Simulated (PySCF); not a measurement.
## GaN⁺: one state, many levels of theory

State: ⁴Σ⁻ (quartet), unpaired electrons σ ↑, π ↑↑. Set-up: Ga 6-31G(d,p), N 6-31G(d,p); no relativity (PySCF 2.14). De refers to Ga⁺ + N in their high-spin ground configurations, without counterpoise correction. The functionals are run spin-unrestricted. A positive dipole points towards N; it is taken about the centre of mass and depends on that origin. Levels whose curve was spin-contaminated or gave no clean fit are not listed.

| Level | Re (Å) | ωe (cm⁻¹) | De (eV) | μ (D) |
| --- | --- | --- | --- | --- |
| PBE | 2.406 | 164 | 0.342 | -0.47 |
| revPBE | 2.513 | 135 | 0.249 | -0.58 |
| BLYP | 2.464 | 155 | 0.292 | -0.52 |
| r²SCAN | 2.465 | 151 | 0.263 | -0.49 |
| TPSSh | 2.491 | 146 | 0.248 | -0.58 |
| PBE0 | 2.575 | 138 | 0.221 | -0.75 |

Task: What does the step from GGA to meta-GGA do here, going from PBE to r²SCAN?

Result: r²SCAN less PBE: +5.9 pm in Re, -7.9 % in ωe, -0.08 eV in De. 

The bond is weak. Basis-set superposition, not corrected here, can be much of De in a small basis, most of all at correlated wavefunction levels. Spin–orbit coupling is left out. For an ion De counts to the pair picked by the measured ionisation energies or electron affinities, which need not be the lowest pair at this level. The state was picked by a PBE0 search and need not be the measured ground state.
